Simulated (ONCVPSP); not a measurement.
# What the settings do to the ONCV potential of B

Base potential:

ONCVPSP 4.0.1 input, shortened (lines: element, Z, core and valence counts, functional; n l f; lmax; l rc ep ncon nbas qcut; lloc lpopt rc5 dvloc0; l nproj debl; icmod fcfact rcfact), BLYP, scalar-relativistic:

```
  B 5.00    1    2  -106131      upf
    1    0    2.00
    2    0    2.00
    2    1    1.00
    2
    0    1.25    0.00    4    8    6.30
    1    2.00    0.00    5    8    3.70
    2    2.10    0.05    3    7    5.00
    0    5    1.25    0.00
    0    0    3.00
    1    2    3.00
    2    2    2.40
    3    3.75    1.35
```

Cutoffs, loose and tight: the cutoffs (Ha) at which the residual kinetic energy of the hardest occupied pseudo-wave falls to 1 and 0.1 mHa per electron. They do not see the model core or the augmentation charge, which bear on the density cutoff. Test errors are all-electron minus pseudo excitation energies from the reference, over the configurations 2s2 2p0; 2s1 2p0; 2s2 2p0.5; 2s1 2p2. A dash means not determined; rows that change the core or the reference have their own tests.

```tsv
change	outcome	cutoff, loose	cutoff, tight	bound ghosts	GHOST(+) flags above zero	largest test error (meV)
base	generated	34 Ha	45 Ha	none	none	+159
core correction Teter function, fcfact 3.75, rcfact 0.98	generated	34 Ha	45 Ha	none	none	+175
core correction Teter function, fcfact 3.75, rcfact 1.18	generated	34 Ha	45 Ha	none	none	+174
core correction Teter function, fcfact 3.75, rcfact 1.42	generated	34 Ha	45 Ha	none	none	+150
```

Q: What comes out with this change to the base: core correction Teter function, fcfact 3.75, rcfact 2?

A: outcome: generated; cutoff, loose: 34 Ha; cutoff, tight: 45 Ha; bound ghosts: none; GHOST(+) flags above zero: none; largest test error (meV): +18.

Q: What comes out with this change to the base: core correction Teter function, fcfact 3.75, rcfact 1.56?

A: outcome: generated; cutoff, loose: 34 Ha; cutoff, tight: 45 Ha; bound ghosts: none; GHOST(+) flags above zero: none; largest test error (meV): +124.

Q: What comes out with this change to the base: core correction Teter function, fcfact 3.75, rcfact 1.84?

A: outcome: generated; cutoff, loose: 34 Ha; cutoff, tight: 45 Ha; bound ghosts: none; GHOST(+) flags above zero: none; largest test error (meV): +49.

Reading the sweep of the rcfact (base included, trends over the rows without a ghost): The loose cutoff stays near 34 Ha. The median size of the test errors (rows with all tests solved) falls from 21.1 meV at 0.98 to 5.5 meV at 2.
